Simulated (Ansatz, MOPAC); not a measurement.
Molecule: HSiO, charge 1, multiplicity 1. SMILES: [OH+]=[Si]

Atoms: O1, Si2, H3. Bonds: O1-Si2, O1-H3.

Bond lengths (Å) and angles (degrees) optimised at PM3 with MOPAC; PBE/6-31G* with Ansatz (a quantum-chemistry and plane-wave program); MP2/6-31G* with Ansatz, each started from the B3LYP-D3(BJ)/def2-TZVP structure (Ansatz) of the last column. A row stands for all coordinates that are equal there. 6-31G* holds six Cartesian d functions. No wavenumbers were computed at PBE/6-31G*, MP2/6-31G*, so these may be saddle points.

```tsv
coordinate	PM3	PBE/6-31G*	MP2/6-31G*	B3LYP-D3(BJ)/def2-TZVP
O1-Si2	1.534	1.571	1.557	1.543
O1-H3	0.939	0.980	0.975	0.967
Si2-O1-H3	180.0	180.0	180.0	180.0
```

Mean signed difference of all 2 bond lengths from B3LYP-D3(BJ)/def2-TZVP: PM3 -0.019 Å, PBE/6-31G* 0.020 Å, MP2/6-31G* 0.011 Å.
